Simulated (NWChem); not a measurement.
CdH₂O₂; SMILES [OH][Cd][OH]

```xyz
5

Cd     0.0000     0.0000     0.0034
O     -1.9569    -0.0394    -0.0847
H     -2.3458     0.5211     0.5963
O      1.9569     0.0394    -0.0847
H      2.3458    -0.5211     0.5963
```
Atoms are numbered in this order, from 1.

Computed with NWChem. Geometry: optimised at PBE0/def2-SVP. def2 effective core potentials on Cd; no spin-orbit coupling. Level MN15/def2-SVP: energy and gradient on several grids; changes count from the extra-fine grid, which is no exact limit either.

```csv
grid,size of the energy change (μHa),largest change of a gradient component (μHa/bohr)
xcoarse,40000,3000
coarse,500,300
medium,30,< 30
fine,< 10,< 30
xfine,< 10,< 30
```
